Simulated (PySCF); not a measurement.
## Basis and Hamiltonian dependence of the ionisation energy of Hg²⁺

Hg²⁺ [Xe] 4f14 5d10 (1S) → Hg³⁺ [Xe] 4f14 5d9 (2D). Calculated with PySCF 2.14 from differences of total energies of unrestricted determinants, without spin-orbit coupling. Values in eV.

```csv
basis,Hamiltonian,functions,UHF,LDA,PBE0,MP2 (valence),CCSD(T) (valence),CCSD(T) (valence and next inner shell)
def2-SVP with the def2 core potential (60 electrons),ECP,32,33.706,n/a,n/a,35.023,n/a,n/a
def2-TZVP with the def2 core potential (60 electrons),ECP,43,33.685,n/a,n/a,35.210,n/a,n/a
aug-cc-pVDZ-PP with ECP60MDF,ECP,54,33.600,35.695,35.218,35.241,35.034,n/a
def2-TZVPPD with the def2 core potential (60 electrons),ECP,62,33.609,35.733,35.235,35.398,35.171,35.022
cc-pVTZ-PP with ECP60MDF,ECP,63,33.522,35.647,n/a,35.315,n/a,n/a
aug-cc-pwCVDZ-PP with ECP60MDF,ECP,70,33.577,35.678,35.193,35.289,35.055,34.842
ANO-RCC-VTZP,spin-free X2C,84,33.509,35.725,35.137,35.269,35.062,34.981
aug-cc-pVTZ-PP with ECP60MDF,ECP,88,33.517,35.643,35.142,35.371,35.142,n/a
def2-QZVPPD with the def2 core potential (60 electrons),ECP,88,33.599,35.717,35.224,35.456,35.223,35.082
x2c-TZVPPall,spin-free X2C,97,33.528,35.744,35.158,35.257,35.053,34.966
"x2c-TZVPPall with one added diffuse shell each of s, p, d, f type",spin-free X2C,113,33.524,35.741,35.155,35.258,35.055,34.968
"aug-cc-pVTZ-PP with one added diffuse shell each of s, p, d, f, g type with ECP60MDF",ECP,113,33.516,35.642,35.141,35.372,n/a,n/a
aug-cc-pwCVTZ-PP with ECP60MDF,ECP,122,33.502,35.632,35.134,35.381,n/a,35.013
```

Frozen in the all-electron rows: valence: [Xe] 4f14; valence and next inner shell: [Kr] 4d10 4f14; with a core potential, the same shells as far as they lie outside it.

Between the lowest levels the reference is 34.49 ± 0.05 eV (measured; NIST Atomic Spectra Database, ionization energies); it includes spin-orbit coupling, which these numbers lack.
